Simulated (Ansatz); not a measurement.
Born–Oppenheimer molecular dynamics of BH5N2O (9 atoms, charge 0, multiplicity 1). It starts from a relaxed structure.

All numbers below come from Ansatz, RKS B3LYP-D4/6-31G.

```json
{
  "ensemble": "NVT, Langevin thermostat",
  "time step": "0.5 fs",
  "steps asked": "300",
  "set temperature": "300 K",
  "friction": "0.01 /fs",
  "seed": "977056"
}
```

First frame:

```xyz
9
Properties=species:S:1:pos:R:3
B 0.101 -0.167 0.020
N -0.014 0.123 1.415
H -0.865 0.004 1.941
H 0.758 0.472 1.961
N 1.309 0.021 -0.700
H 1.351 -0.200 -1.683
H 2.164 0.371 -0.300
O -0.985 -0.661 -0.730
H -1.825 -0.810 -0.270
```

**Question.** How far do the bonds stretch over the last three quarters of this one trajectory? (Pairs bonded in most of those frames.)

**Answer.** 
| bond | mean (Å) | spread (Å) | shortest | longest |
| --- | --- | --- | --- | --- |
| B1–N2 | 1.438 | 0.020 | 1.41 | 1.49 |
| B1–N5 | 1.422 | 0.027 | 1.38 | 1.49 |
| B1–O8 | 1.416 | 0.024 | 1.36 | 1.46 |
| N2–H3 | 1.012 | 0.024 | 0.97 | 1.06 |
| N2–H4 | 1.011 | 0.024 | 0.97 | 1.05 |
| N5–H6 | 1.011 | 0.016 | 0.98 | 1.05 |
| N5–H7 | 1.009 | 0.022 | 0.96 | 1.05 |
| O8–H9 | 0.972 | 0.013 | 0.94 | 1.00 |

Mean temperature of the second half: 279 K. A run of 0.15 ps of so small a system gives no equilibrium averages. Limits of this set-up: no polarisation functions.

Run time: 8.7 min on 1 thread of Arm Neoverse V1, with other jobs on the host, peak memory 0.098 GiB.
